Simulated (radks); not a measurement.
Problem. Successive ionisation energies (eV) of one element, from differences of total energies of ions in their ground configurations, starting at charge 0: 12.359, 21.105, 30.403, 43.369, 54.209, 65.296, 92.544, 107.02, 179.85. Calculated with a radial shooting solver on a logarithmic mesh with Libxc functionals: scalar-relativistic Kohn-Sham, PBE, spin-polarised, spherical densities, finite nucleus; open shells are filled with parallel spins first (spin-orbit coupling, left out, can overturn this in heavy ions); Fermi nuclear charge, rms radius 4.7859 fm. Which element is it?

Solution. Xenon (Z = 54). The first species listed is Xe in [Xe], the last Xe8+ in [Kr] 4d10.
